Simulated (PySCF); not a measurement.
A series of derivatives of CC#C[SiH](F)CC

Parent skeleton `[CH3:1][C:2]#[C:3][SiH:4]([F:5])[CH2:6][CH3:7]`; one hydrogen on atom 6 is replaced by X. Hydrogens on one atom are averaged.

Computed data (PySCF 2.14): GIAO PBE0/pcSseg-1 shieldings, geometry from GFN2-xTB. One computed conformer, no relativistic terms, gas phase, equivalent nuclei averaged.

Chemical shifts δ = σref − σ; TMS for ¹³C (σ = 186.93 ppm), ²⁹Si (σ = 349.16 ppm), ¹H (σ = 31.72 ppm); CFCl3 for ¹⁹F (σ = 170.95 ppm), all at this level.

Question: Order these by the shift of Si4, most shielded first.
A. X = isopropenyl
B. X = COCH3
C. X = SCH3
D. X = F
E. X = propynyl

Answer: D (-22.4 ppm), E (-19.6 ppm), B (-14.2 ppm), C (-9.3 ppm), A (-7.0 ppm).

Question: Order these by the shift of C7, most shielded first.
A. X = propynyl
B. X = COCH3
C. X = isopropenyl
D. X = SCH3

Answer: B (11.7 ppm), C (13.8 ppm), D (15.6 ppm), A (18.0 ppm).

Question: Order these by the shift of C6, most shielded first.
A. X = propynyl
B. X = COCH3
C. X = isopropenyl
D. X = SCH3
E. X = F

Answer: A (17.7 ppm), D (33.6 ppm), C (40.7 ppm), B (47.3 ppm), E (87.0 ppm).

Unscaled 19F shifts against computed CFCl3 carry errors that often reach 10 to 50 ppm.
